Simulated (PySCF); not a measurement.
**`[SiH3][SiH2]Br`, BrH5Si2**

Geometry:
```
atom   x (Å)   y (Å)   z (Å)
 Si1   1.219   0.191   0.010
 Si2  -1.031  -0.320   0.132
 Br3  -2.206   0.996  -1.243
  H4   1.936  -0.697   0.926
  H5   1.737  -0.006  -1.344
  H6   1.471   1.578   0.401
  H7  -1.690  -0.078   1.414
  H8  -1.426  -1.653  -0.319
```

Theory: quadratic response B3LYP/aug-cc-pVDZ first hyperpolarisability, Taylor convention, gas phase in PySCF. Geometry: GFN2-xTB.

The calculation is non-relativistic, which matters for the atoms heavier than Zn.

(1) Give the tensor of the second harmonic β(−2ω;ω,ω) at 1064 nm in the axes of these coordinates.

Answers

(1) In au, Taylor convention; rows are the first index (the induced dipole):
|  | xx | yy | zz | xy | xz | yz |
| --- | --- | --- | --- | --- | --- | --- |
| x | -182.8 | -30.5 | -35.7 | +19.1 | -39.8 | +13.3 |
| y | +18.6 | +31.0 | +23.2 | -30.0 | +13.2 | -25.9 |
| z | -39.4 | -25.5 | -39.3 | +13.1 | -35.2 | +23.8 |

Norm of βᵢ = ⅓ Σⱼ (βᵢⱼⱼ + βⱼᵢⱼ + βⱼⱼᵢ): 279.4 au, hyper-Rayleigh value 104.8 au.
